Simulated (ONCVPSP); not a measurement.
## Sc (Z = 21): one change to an ONCV potential, before and after

ONCVPSP 4.0.1 input, shortened (lines: element, Z, core and valence counts, functional; n l f; lmax; l rc ep ncon nbas qcut; lloc lpopt rc5 dvloc0; l nproj debl; icmod fcfact rcfact), PBE, scalar-relativistic:

```
  Sc 21.00    4    3        4      upf
    1    0    2.00
    2    0    2.00
    2    1    6.00
    3    0    2.00
    3    1    6.00
    3    2    1.00
    4    0    1.00
    2
    0    2.35    0.00    4    8    2.20
    1    1.85    0.00    5    9    7.20
    2    1.55    0.00    4    9   12.10
    4    3    1.40    0.00
    0    3    1.00
    1    2    2.50
    2    2    3.40
    3    5.25    1.65
```

All-electron outer shells of the reference configuration (PBE, scalar-relativistic, ld1.x):

```csv
shell,level (eV),outermost node (bohr),outermost maximum (bohr)
3s,-62.04,0.42,0.92
3p,-40.62,0.39,0.97
3d,-9.97,–,1.10
4s,-9.73,1.32,2.91
```

Change: d: qcut 13.5.

Cutoffs: the cutoffs (Ha) at which the residual kinetic energy of the hardest occupied pseudo-wave falls to 1 and 0.1 mHa per electron; they do not see the model core or the augmentation charge, which bear on the density cutoff. Errors are all-electron minus pseudo energies relative to the spin-unpolarised reference configuration.

Q: Predict the effect on cutoff, ghosts and configuration errors.

A: The potential gets harder (43 Ha and 51 Ha → 46 Ha and 55 Ha); both files keep a bound ghost (s); the errors of the 4 common tests hardly move. The waves are optimised to have the least kinetic energy above qcut, so the cutoff follows it (qcut²/2 in Ha).

| quantity | base | changed |
| --- | --- | --- |
| cutoff, loose | 43 Ha | 46 Ha |
| cutoff, tight | 51 Ha | 55 Ha |
| loose cutoff by channel | s 2.8 Ha, p 17 Ha, d 43 Ha | s 2.8 Ha, p 17 Ha, d 46 Ha |
| bound ghosts | s | s |
| GHOST(+) flags under 300 eV | s at 89.0 eV | s at 89.0 eV |
| error for 3p6 3d1 4s2, meV [ΔE -6.90 eV] | +1.4 | +1.3 |
| error for 3p6 3d1 4s0, meV [ΔE 12.77 eV] | +16 | +16 |
| error for 3p6 3d0 4s0, meV [ΔE 37.64 eV] | +131 | +128 |
| error for 3p6 3d0 4s2, meV [ΔE 1.48 eV] | -118 | -122 |
| s: phases at 2.39 bohr within 0.05 rad from the reference energy up to (Ha; the scan ends near 5) | 3.2 | 3.2 |
| p: phases at 1.88 bohr within 0.05 rad from the reference energy up to (Ha; the scan ends near 5) | to the end of the scan | to the end of the scan |
| d: phases at 1.57 bohr within 0.05 rad from the reference energy up to (Ha; the scan ends near 5) | to the end of the scan | to the end of the scan |
| rms error of d²Exc/dni dnj with the model core, mHa | 1.57 | 1.53 |

 A true bound ghost makes a file unfit for plane-wave use even where its test errors are small: the radial tests pick states by their node count and pass the ghost by.
